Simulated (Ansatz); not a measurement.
Cost and result for the atomization energy of `[NH2][GeH2][F]` (7 atoms, 6 bonds).

```xyz
7

N    -0.0996    0.6296   -0.9634
Ge    0.0109   -0.1445    0.6706
F     0.3548   -1.8576    0.5485
H     0.7523    0.6522   -1.5042
H    -0.8667    0.3303   -1.5471
H    -1.3507   -0.0585    1.3640
H     1.1990    0.4485    1.4316
```

Total charge 0; spin multiplicity 1. Correlated methods include outer-core shells of Ge, which these sets cover unevenly. Scalar relativity is left out up to krypton. Geometry: relaxed with PBE0-D4/def2-TZVP. It is one conformer, not always the lowest. Program: Ansatz. Hardware: A = 2 threads of an AMD EPYC 7R13 on a shared host; B = 2 threads of an AMD EPYC 7R13 on a shared host and a share of an NVIDIA H100 80 GB. Times are those of one run each, without the atoms' runs, and a repeat can differ threefold. Electronic energies, without spin–orbit coupling; frozen cores. CCSD(T)/CBS adds CCSD(T) − MP2 in def2-TZVPP to the MP2 limit, and its time is that of the two runs behind it. T1 = 0.011. With those shells the extrapolation isn't a true limit. B3LYP takes the VWN-RPA correlation (the form of Gaussian; ORCA's B3LYP/G).

CCSD(T)/CBS is a level of theory with its own doubt, some kJ/mol a heavy atom from the limit and from the frozen cores, so smaller differences don't rank the functionals.

```csv
level,functions,atomization (kcal/mol),difference from CCSD(T)/CBS,per bond
ωB97M-V/def2-TZVPP (with forces) [A],166,524.1,-4.1,-0.7
CCSD(T)/def2-TZVPP [B],166,513.9,-14.3,-2.4
PBE-D4/def2-TZVPP (with forces) [A],166,529.2,1.0,0.2
CCSD(T)/CBS(def2),–,528.2,0.0,0.0
CCSD(T)/def2-QZVPP [B],323,524.0,-4.2,-0.7
PBE-QIDH/def2-TZVPP [A],166,516.3,-11.9,-2.0
ωB97X-V/def2-TZVPP [A],166,529.1,0.9,0.1
B2PLYP/def2-TZVPP [A],166,519.8,-8.4,-1.4
CCSD(T)/def2-SVP [A],80,485.3,-42.9,-7.2
B3LYP-D4/def2-TZVPP (with forces) [A],166,523.4,-4.8,-0.8
revPBE-D4/def2-TZVPP [A],166,514.7,-13.5,-2.2
r2SCANh-D4/def2-TZVPP [A],166,517.9,-10.3,-1.7
PBE0-D4/def2-TZVPP [A],166,517.3,-10.9,-1.8
```

**Question.** Order the runs by time, with rough figures. (An estimate is asked.)

**Answer.** Ansatz gave: revPBE-D4/def2-TZVPP [A] 1.2 s; PBE-D4/def2-TZVPP (with forces) [A] 1.8 s; PBE0-D4/def2-TZVPP [A] 2.4 s; B3LYP-D4/def2-TZVPP (with forces) [A] 3.3 s; r2SCANh-D4/def2-TZVPP [A] 3.8 s; CCSD(T)/def2-SVP [A] 4.3 s; CCSD(T)/def2-TZVPP [B] 4.3 s; B2PLYP/def2-TZVPP [A] 5.5 s; PBE-QIDH/def2-TZVPP [A] 5.5 s; ωB97X-V/def2-TZVPP [A] 8 s; CCSD(T)/def2-QZVPP [B] 8 s; ωB97M-V/def2-TZVPP (with forces) [A] 9 s; CCSD(T)/CBS(def2) 12 s.

The D4 term adds +3.6 kcal/mol with B3LYP and +1.8 kcal/mol with PBE0; it sums over pairs of atoms, weighted by their polarisabilities, and B3LYP, whose exchange is more repulsive, gets the larger term. From r2SCAN to r2SCAN0 (25 % exact exchange), in def2-TZVPP and without D4, the atomization energy moves by −11.0 kcal/mol: exact exchange takes away binding that semilocal exchange gives to molecules. At CCSD(T), def2-SVP lies −43.0 kcal/mol from the extrapolated value and def2-TZVPP −14.3 kcal/mol: correlation converges slowly with the basis, and small sets miss more of it in the bonded molecule than in its fragments.
